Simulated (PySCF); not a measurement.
# Excitation energy of Bi+ by level of theory

Bi+ [Xe] 4f14 5d10 6s2 6p2 (3P) → Bi+ [Xe] 4f14 5d10 6s2 6p1 7s1 (3P), as a difference of total energies. Computed with PySCF 2.14 in aug-cc-pVQZ-PP with ECP60MDF, with a scalar-relativistic core potential. Correlated levels: valence: 5s2 5p6 5d10 frozen. The calculations carry no spin-orbit coupling.

| method | excitation energy (cm⁻¹) |
| --- | --- |
| UHF | 60670 |
| MP2 (valence) | 61069 |
| SCS-MP2 (valence) | 61142 |
| CCSD (valence) | 61027 |
| CCSD(T) (valence) | 60999 |

Spin-orbit coupling is strong in these open shells (close to jj coupling). The scalar numbers leave it out and a first-order estimate fails, so it can dominate the gap to the real levels.

The promoted electron is Rydberg-like, and one or two diffuse shells describe it only roughly, which tends to raise the upper state.
